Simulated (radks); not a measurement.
Problem. Sb43+, 8 electrons, occupied as [He] 2s2 2p4 (the NIST ground configuration). Method: Dirac Kohn-Sham, PBE, spin-unpolarised, spherical densities, finite nucleus; open shells fill j = l - 1/2 first; Fermi nuclear charge, rms radius 4.6802 fm; computed with a radial shooting solver on a logarithmic mesh with Libxc functionals. Some entries of the table are withheld. Estimate them.

orbital,occ.,eigenvalue (hartree),<1/r> (bohr^-1)
1s1/2,2,-1234.283,(1)
2s1/2,2,-277.3154,13.09
2p1/2,2,(2),(3)
2p3/2,2,(4),(5)

Solution. 
(1) 1s1/2 <1/r> (bohr^-1): 54.40
(2) 2p1/2 eigenvalue (hartree): -269.3670
(3) 2p1/2 <1/r> (bohr^-1): 13.02
(4) 2p3/2 eigenvalue (hartree): -259.3165
(5) 2p3/2 <1/r> (bohr^-1): 12.11
